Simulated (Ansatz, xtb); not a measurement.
## CH8GaNO: which of two conformers lies lower

Structure a is `C[NH2+][GaH2-][OH]`, a singlet and structure b is `C[NH2+][GaH2-][OH]`, a singlet. Both are isolated molecules in the gas phase, relaxed with B3LYP-D3(BJ)/def2-SVP.

a (Å):

```xyz
12

C    -1.7611    0.4502    1.4027
Ga    0.2778    1.0480   -0.7649
N    -0.4434    1.0963    1.2655
O    -1.3013    1.6977   -1.4484
H    -2.2150    0.6129    2.3936
H    -1.6463   -0.6298    1.2321
H    -2.4082    0.8554    0.6133
H     0.2380    0.7070    1.9201
H    -0.5110    2.0939    1.4792
H     0.5474   -0.4970   -0.9906
H     1.4105    2.1422   -0.6548
H    -1.7336    1.0911   -2.0607
```

b (Å):

```xyz
12

C    -1.3946    1.3519    0.2605
Ga   -0.9388   -0.9430   -1.7822
N    -0.3512    0.6252   -0.4771
O     0.0197   -2.0285   -0.6304
H    -1.9879    1.9555   -0.4407
H    -2.0710    0.6252    0.7306
H    -0.9799    2.0137    1.0386
H     0.2047    0.0210    0.1397
H     0.2994    1.2652   -0.9354
H    -0.2278   -0.6120   -3.1585
H    -2.5106   -0.9787   -1.6021
H     0.2087   -2.9253   -0.9272
```

Energies in hartree; the thermal terms are from B3LYP-D3(BJ)/def2-SVP harmonic frequencies (ideal gas, rigid rotor, one conformer each, 298.15 K, 1 atm) and include the zero-point energy:

|  | a | b |
| --- | --- | --- |
| E, CCSD(T)/def2-SVP | −2095.540732 | −2095.540195 |
| E, MP2/def2-SVP | −2095.486295 | −2095.485925 |
| E, MP2/def2-TZVPP | −2096.091063 | −2096.090626 |
| zero-point energy | 0.094252 | 0.093943 |
| H(298 K) − E | 0.102605 | 0.102568 |
| G(298 K) − E | 0.062850 | 0.061681 |

Correct the CCSD(T) difference for the basis set by the MP2 change, then work out ΔE, ΔE₀, ΔH and ΔG for a → b in kcal/mol (1 Eh = 627.51 kcal/mol) and the equilibrium ratio [b]/[a].

1. Differences b − a: CCSD(T) +0.000537, MP2 in the small set +0.000370, MP2 in the large set +0.000437 Eh.
2. ΔE = +0.000537 + (+0.000437 − (+0.000370)) = +0.000604 Eh = +0.38 kcal/mol.
3. ΔE₀ = ΔE + ΔZPE = +0.000604 + (−0.000309) Eh = +0.19 kcal/mol.
4. ΔH = ΔE + (−0.000037) Eh = +0.36 kcal/mol.
5. ΔG = ΔE + (−0.001169) Eh = −0.35 kcal/mol, so ΔS = (ΔH − ΔG)/T = +10.0 J/(mol K).
6. kT = 0.9442 mEh, so K = [b]/[a] = exp(−ΔG/kT) = exp(+0.60) ≈ 1.8.

The two are too close for this level to say which is favoured. An error of 1 kcal/mol in ΔG would change K by a factor of 5.4. Mirror images and further conformers aren't counted.

Other levels gave ΔE = +0.1 (B3LYP-D3(BJ)/def2-SVP); −0.1 (HF/def2-SVP); +0.2 (MP2/def2-SVP); +0.3 (CCSD(T)/def2-SVP) kcal/mol. The correlated steps freeze 12 core orbitals; the filled d shell of Ga is correlated, in a basis made for valence electrons. Programs: Ansatz 0.2.0.
